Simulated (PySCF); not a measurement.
Compound: B₂BrH₄NO.
Bonds: B1–O2, O2–B3, B3–N4, B3–Br5. Hydrogens: H6, H7 on B1; H8, H9 on N4.

Method: PBE0-D3(BJ)/def2-SVP geometry optimisation, gas phase in PySCF 2.14.0; density fitting, grid level 1; the optimiser is geomeTRIC in internal coordinates, started from a GFN2-xTB structure with every atom displaced at random (about 0.01 Å).

Step 20: E = -74979.5665 eV
```
atom  x, y, z in Å  |  force x, y, z in eV/Å
B1     -1.7320    0.6059    0.4817   -0.196  -0.067  -0.018
O2     -0.4203    0.7247    0.2056    0.056   0.107   0.037
B3      0.5326   -0.1540   -0.2300    0.115  -0.080  -0.031
N4      1.7058   -0.3443    0.4919    0.056  -0.045   0.054
Br5     0.2734   -1.1132   -1.8969   -0.011   0.016   0.039
H6     -2.2645   -0.4829    0.4312   -0.001   0.013   0.002
H7     -2.3438    1.6024    0.7916    0.048   0.010  -0.003
H8      1.8730    0.1189    1.3766   -0.042   0.031  -0.038
H9      2.4348   -0.9818    0.2051   -0.025   0.014  -0.042
```

Step 21: E = -74979.5707 eV
```
atom  x, y, z in Å  |  force x, y, z in eV/Å
B1     -1.7405    0.6053    0.4650   -0.184  -0.025  -0.018
O2     -0.4121    0.7144    0.2637   -0.026   0.066   0.046
B3      0.5296   -0.1637   -0.1999    0.170  -0.067   0.004
N4      1.7312   -0.3249    0.4835    0.101  -0.131   0.032
Br5     0.2238   -1.1616   -1.8364   -0.012   0.028   0.041
H6     -2.3069   -0.4504    0.2774    0.039  -0.002  -0.003
H7     -2.3383    1.5824    0.8529    0.050   0.027  -0.007
H8      1.9224    0.1486    1.3585   -0.064   0.036  -0.063
H9      2.4500   -0.9744    0.1921   -0.073   0.068  -0.031
```

Step 22: E = -74979.5772 eV
```
atom  x, y, z in Å  |  force x, y, z in eV/Å
B1     -1.7594    0.6092    0.4484   -0.060  -0.058  -0.008
O2     -0.4152    0.6775    0.3357   -0.036   0.064   0.045
B3      0.5262   -0.1863   -0.1588    0.136  -0.017   0.037
N4      1.7563   -0.3162    0.4807    0.060  -0.118  -0.017
Br5     0.1835   -1.2073   -1.7735   -0.009   0.014   0.026
H6     -2.3483   -0.3994    0.1265    0.004   0.002  -0.006
H7     -2.3375    1.5701    0.9009    0.039   0.027  -0.017
H8      1.9776    0.1786    1.3364   -0.072   0.026  -0.051
H9      2.4761   -0.9506    0.1605   -0.062   0.061  -0.008
```

Task: Estimate the geometry and energy of step 23. (The exact step hangs on the optimiser's Hessian estimate; all steps are aligned on step 22, rigid shifts and turns removed.)

Result: E = -74979.5823 eV, largest force 0.066 eV/Å
```
atom  x, y, z in Å  |  force x, y, z in eV/Å
B1     -1.7678    0.6084    0.4351    0.027   0.012  -0.008
O2     -0.4152    0.6461    0.4080   -0.047  -0.015   0.023
B3      0.5222   -0.2071   -0.1185    0.050   0.012   0.012
N4      1.7762   -0.3097    0.4752   -0.017  -0.058  -0.027
Br5     0.1358   -1.2504   -1.7086    0.009   0.000   0.008
H6     -2.3650   -0.3418   -0.0186    0.001   0.000   0.007
H7     -2.3357    1.5482    0.9419    0.004   0.006  -0.007
H8      2.0107    0.2089    1.3123   -0.012   0.010  -0.016
H9      2.4978   -0.9268    0.1301   -0.016   0.033   0.009
```

The energy changes by -0.0051 eV. The first-order estimate −F·Δx gives -0.0049 eV and the mean of the old and new forces, exact on a quadratic surface, -0.0027 eV. The step makes an angle of 85° with the force vector and moves no atom by more than 0.157 Å.

What follows is the cost of the whole optimisation. On an Intel Xeon at 2.60 GHz with one thread (shared host), this took 2.5 min and 0.45 GiB of memory at its peak.
